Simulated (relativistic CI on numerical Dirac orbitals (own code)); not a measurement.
Calculated at this level of theory: Dirac-Coulomb-Breit CI, KLI orbitals optimised for each configuration, a model potential for QED, unscaled Slater integrals (own radial code, finite nucleus).

The strongest absorption lines from the ground level of an ion, among the configurations computed and to levels below about 1310 eV (vacuum wavelength in nm, gf): 0.95011 (0.051), 0.95211 (0.028), 1.0941 (0.11), 1.0988 (0.061), 1.5283 (0.36), 1.5466 (0.21), 13.496 (0.41), 18.241 (0.15).

(1) Which ion is it?
A. Br XXV
B. Nb XXIX
C. Ag XXXVII
D. Nb XXXI

## Answers

(1) D. Nb XXXI has 11 electrons and the ground level 3s 2S_1/2; the strongest line goes to 3p 2P°_3/2. The pattern of lines fixes the number of electrons, and along that sequence the line energies rise steadily with the charge (about as its square where n changes within one kind of shell, about linearly where n is kept but much faster in heavy ions where fine structure, which grows about as Z⁴, sets the gap, and irregularly where shells cross), which fixes Z. Configurations outside the model, such as inner-shell arrays, can give stronger lines. At this charge energies of transitions that change n are usually good to better than 1 %, and those within a shell (Δn = 0) to a few per cent.
